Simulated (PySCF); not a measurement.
A GIAO shielding run with PySCF 2.14.0 with density-fitted response routines (density fitting, non-relativistic, gas phase) on `CC(C)C(C)(C)CF`, C₇H₁₅F:

```
$ OMP_NUM_THREADS=1 python probes_run.py task.json out

{"job": {"kind": "nmr", "xc": "PBE0", "basis": "pcSseg-1"}, "charge": 0, "multiplicity": 1}
C      1.474413     0.942575     0.202194
C      0.868999    -0.415114    -0.154914
C      1.446964    -1.486774     0.766246
C     -0.685130    -0.432121    -0.200760
C     -1.182841    -1.773580    -0.748952
C     -1.319580    -0.176572     1.168463
C     -1.155503     0.658987    -1.162946
F     -2.519709     0.601767    -1.338079
H      1.156340     1.278461     1.201976
H      2.573133     0.872743     0.218598
H      1.213262     1.732982    -0.516061
H      1.198877    -0.658635    -1.182963
H      2.544880    -1.502261     0.689443
H      1.086198    -2.494874     0.517754
H      1.197486    -1.288500     1.820613
H     -2.262203    -1.722072    -0.948728
H     -0.674844    -2.029843    -1.693256
H     -1.011815    -2.593392    -0.037156
H     -0.973544     0.770439     1.610941
H     -2.412754    -0.114700     1.065694
H     -1.094367    -0.987111     1.876864
H     -0.675915     0.534980    -2.150726
H     -0.914739     1.663247    -0.778963
```

Hardware: 1 thread of an Arm Neoverse V1, shared host. The job also computes population analyses, field gradients.

(1) How large is the calculation?

(2) How long does it take, and how much memory does it need?

(3) And these other runs on the same molecule and hardware: GIAO shielding at KT2/pcSseg-1?

## Answers

(1) 66 electrons, 211 basis functions and 1088 auxiliary functions.

(2) 43 s of wall time, with 13 SCF cycles and 4 response iterations; peak memory 1 GiB. Times on a shared host scatter by some tens of per cent.

(3) KT2/pcSseg-1: 211 functions, 60 s.
